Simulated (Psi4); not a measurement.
A dimer, C3H6O ··· O2S (SMILES CC(C)=O and O=S=O); the first 10 atoms form monomer A.

```
13

C     -1.2837     0.1061     0.1336
C      0.1153     0.6195    -0.1262
C      1.2283    -0.4036    -0.0727
O      0.3323     1.7847    -0.3641
H     -1.3338    -0.3780     1.1122
H     -1.5486    -0.6521    -0.6079
H     -1.9966     0.9258     0.0906
H      2.1822     0.0704    -0.2907
H      1.2644    -0.8675     0.9164
H      1.0400    -1.2053    -0.7912
O      2.7010     1.7281    -2.0358
S      1.4705     2.4346    -2.2733
O      0.5016     1.8605    -3.1685
```

**Question.** What interaction energy does SAPT0/jun-cc-pVDZ, frozen core in Psi4 1.11 give, and which attractive term is the largest?

**Answer.** Total -5.05 kcal/mol: electrostatics -25.65, exchange 40.36, induction -12.61, dispersion -7.15. The most attractive term is electrostatics.
